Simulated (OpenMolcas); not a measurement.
Pd3+: moving the ligands

Pd3+ with 4 ligands (fluoride) in tetrahedral coordination (Td) at 1.94 Å. A charge of +0.25 e stands 3.2 Å behind each ligand. Ligand basis ANO-RCC-VDZP.
```
Pd    0.0000    0.0000    0.0000
F     1.1201    1.1201    1.1201
F     1.1201   -1.1201   -1.1201
F    -1.1201    1.1201   -1.1201
F    -1.1201   -1.1201    1.1201
```

* Program: OpenMolcas
* Method: CASSCF
* Basis: ANO-RCC-VDZP [6s5p3d1f]
* Scalar Hamiltonian: DKH2, point nucleus
* Active space: 7 electrons in 5 orbitals (4d)
* State averaging: 2S+1 = 4 even, 10 roots; 2S+1 = 2 even, 40 roots
* Spin-orbit coupling: RASSI with atomic mean-field integrals over the reference wave functions

Runs around this geometry, states (labels of Td). Energies in cm-1 above the lowest state or level, χT in cm3 K/mol; 10Dq and B are least-squares fits to the states below 45000 cm-1, weighted by degeneracy, with a free offset, and given where the rms deviation is under 5 % of |10Dq| (or 100 cm-1) and under 700 cm-1; 10Dq is negative for this site.

```tsv
R (Å)	Ground state	First state of that spin	10Dq	B (rms of fit)	First gap with spin-orbit (degeneracies)	χT at 300 K	First state of another spin
1.83	4A2	4T2 12288	-12354	788 (503)	11046 (4, 4)	2.327	2T1 13862
1.94	4A2	4T2 9843			8904 (4, 4)	2.467	2T1 14172
1.99	4A2	4T2 8947			8070 (4, 4)	2.534	2T1 14240
```

Taking the first state of the same spin as R^-n, n = -ln(8947 / 12288) / ln(1.99 / 1.83) = 3.8 between the shortest and longest distance.

Without dynamic correlation the repulsion within the d shell is too large (B by tens of per cent), so at a given field states of lower spin stand too high. With metal d orbitals alone the field can be off either way by tens of per cent. Ligand-to-metal charge-transfer states are missing. With no ligand orbital active B as a rule stays too high, so bands that hang on it stand too high and its fall with covalency is understated. The least metal-like active orbital is 77 % on the metal (Löwdin) and no ligand orbital is active, so the numbers are rough (holds for R = 1.83). The least metal-like active orbital is 79 % on the metal (Löwdin) and no ligand orbital is active, so the numbers are rough (holds for R = 1.94). The least metal-like active orbital is 80 % on the metal (Löwdin) and no ligand orbital is active, so the numbers are rough (holds for R = 1.99). No measured value stands beside these numbers; the geometry is a model, was not optimised and need not be the one that this ion takes.
